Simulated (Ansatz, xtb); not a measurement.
Stretching the Al1–H3 bond in AlFHI (SMILES [F][AlH][I]) (multiplicity 1 held, fragments rigid). Energies count from the point at 1.559 Å.
Geometry at that point (charge 0, multiplicity 1):
```xyz
4

Al    -0.160    -0.934    -1.319
F     -1.731    -1.335    -1.609
H      0.948    -1.461    -2.281
I      0.315     0.483     0.640
```

R- and RO- levels are restricted; in cc, def2 and unpolarised 6-31G sets they are followed outwards from rest. U- levels take the lowest unrestricted solution at each point, which mixes spins at long bonds. Active spaces are followed from a long bond inwards. Curves can end on different states.

Correlated levels freeze the cores. Filled d and f shells under p-block atoms count as core.

Codes used: Ansatz (Gaussian basis) for Hartree–Fock, density functionals and correlated methods; xtb for the GFN methods. Each number belongs to the level named beside it. In def2 rows elements past Kr take small-core potentials, without spin–orbit coupling. The GFN methods have no spin term and hold the electronic entropy of 300 K.

```tsv
level	energy at R = 4.989 Å (eV)
GFN2-xTB	4.707
R-HF/def2-SVP	7.141
U-HF/def2-SVP	2.947
U-CCSD/def2-SVP	3.649
U-CCSD(T)/def2-SVP	3.644
CASSCF(2,2)/def2-SVP	3.351
SC-NEVPT2 on CASSCF(2,2)/def2-SVP	…
FIC-MRCISD on CASSCF(2,2)/def2-SVP	3.620
FIC-MRCISD+Q on CASSCF(2,2)/def2-SVP	3.659
```

Q: Fill in the missing entries.

A: 
- SC-NEVPT2 on CASSCF(2,2)/def2-SVP, energy at R = 4.989 Å (eV): 3.476

Doubts at one or more of the structures used: a restricted determinant that unrestricted orbitals would lower (R-HF/def2-SVP); a spin-contaminated determinant (U-HF/def2-SVP, U-CCSD/def2-SVP, U-CCSD(T)/def2-SVP).

Ansatz is a first-principles code.
